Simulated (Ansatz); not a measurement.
Reaction (cleavage of the Ge–Al bond): `[AlH2][GeH3]` + `[SiH3][SiH2]S` → `[SiH3][SiH2][S][GeH3]` + `[AlH3]`

Isolated molecules relaxed with PBE0-D4/def2-TZVP in Ansatz; ΔE leaves out vibrations. CCSD(T)/CBS adds triple-zeta CCSD(T) − MP2 to the extrapolated MP2 energy (def2 sets, frozen cores). This one scheme is used for every species. For Ge outer-core shells are correlated without core-valence functions, which leaves a few kJ/mol of doubt a bond. Scalar relativity is left out up to krypton. Each species was taken in one conformer, which may not be the lowest.

`[AlH2][GeH3]`:

Z-matrix (Å, degrees):
```
Ge
Al 1 2.477
H 1 1.541 2 113.1
H 1 1.544 2 110.3 3 -118.9
H 1 1.541 2 113.2 3 122.2
H 2 1.588 1 120.3 3 30.1
H 2 1.588 1 120.3 3 -151.0
```

`[SiH3][SiH2]S`:

Cartesian coordinates in Å:
```
Si -0.017 -0.481 1.474
Si -0.106 -0.141 -0.837
S 0.446 1.904 -1.163
H 1.356 -0.212 1.976
H -0.380 -1.890 1.783
H -0.973 0.429 2.159
H 0.831 -1.060 -1.539
H -1.475 -0.408 -1.354
H 0.317 1.858 -2.500
```

`[SiH3][SiH2][S][GeH3]`:

Cartesian coordinates in Å:
```
Si -2.009 0.461 -0.417
Si -0.450 0.170 1.304
S 1.441 1.048 0.819
Ge 2.180 -0.471 -0.631
H -3.316 -0.147 -0.045
H -2.204 1.913 -0.670
H -1.526 -0.184 -1.667
H -0.277 -1.279 1.609
H -0.912 0.865 2.534
H 3.590 -0.010 -1.016
H 2.213 -1.848 0.047
H 1.268 -0.518 -1.866
```

`[AlH3]`:

```xyz
4

Al    0.000    0.000    0.000
H     1.411    0.512    0.511
H    -0.461    0.299   -1.487
H    -0.950   -0.811    0.977
```

| species | SCS-MP2/def2-TZVPP energy (Eh) |
| --- | --- |
| `[AlH2][GeH3]` | -2320.53511 |
| `[SiH3][SiH2]S` | -979.39807 |
| `[SiH3][SiH2][S][GeH3]` | -3056.19414 |
| `[AlH3]` | -243.75032 |

(1) Work out ΔE.

Largest T1 diagnostic among the species: 0.012.

Answers

(1) ΔE = (-3056.19414) + (-243.75032) − (-2320.53511) − (-979.39807) = -0.01128 Eh = -29.6 kJ/mol. CCSD(T)/CBS gives -22.1 kJ/mol.

From PBE to PBE0 (25 % exact exchange), in def2-TZVPP and without D4, ΔE moves by −3.6 kJ/mol. The D4 term adds −10.6 kJ/mol with B3LYP and −5.9 kJ/mol with PBE0; it sums over pairs of atoms, weighted by their polarisabilities, and B3LYP, whose exchange is more repulsive, gets the larger term.

B3LYP here is the variant with VWN-RPA as its local correlation; programs differ in this.
